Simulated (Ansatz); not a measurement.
Computed with Ansatz on PBE0-D4/def2-TZVP structures; ΔE is electronic, products minus reactants. CCSD(T)/CBS adds triple-zeta CCSD(T) − MP2 to the extrapolated MP2 energy (def2 sets, frozen cores). DFT in def2-TZVPP. B3LYP here is the variant with VWN-RPA as its local correlation; programs differ in this. For Ge outer-core shells are correlated without core-valence functions, which leaves a few kJ/mol of doubt a bond. Scalar relativity is left out up to krypton. Each species was taken in one conformer, which may not be the lowest.

Consider the redistribution: `C[NH][GeH]([OH])[Cl]` + `BBCC` → `C[NH][GeH2][Cl]` + `CCBBO`.

(1) Is it downhill or uphill in electronic energy at CCSD(T)/CBS, and by how much? (Best estimate.)

(2) What do these levels give: PBE0-D4, B3LYP-D4, ωB97X-V, ωB97M-V, PBE, r2SCAN, B3LYP, MP2/def2-TZVPP, SCS-MP2/def2-TZVPP, CCSD(T)/def2-TZVPP, MP2/def2-QZVPP, MP2/CBS(def2)? (Best estimate.)

Largest T1 diagnostic among the species: 0.012.

Results:

(1) Ansatz gave: Downhill: ΔE = -83.7 kJ/mol.

(2) Computed: PBE0-D4 -88.7, B3LYP-D4 -86.5, ωB97X-V -83.1, ωB97M-V -86.0, PBE -91.9, r2SCAN -83.3, B3LYP -89.4, MP2/def2-TZVPP -81.9, SCS-MP2/def2-TZVPP -81.0, CCSD(T)/def2-TZVPP -83.5, MP2/def2-QZVPP -82.1, MP2/CBS(def2) -82.1 kJ/mol.

In def2-TZVPP, CCSD(T) changes the Hartree–Fock value by −4.8 kJ/mol (the triples alone add −0.7 kJ/mol) and MP2 by −3.2 kJ/mol.
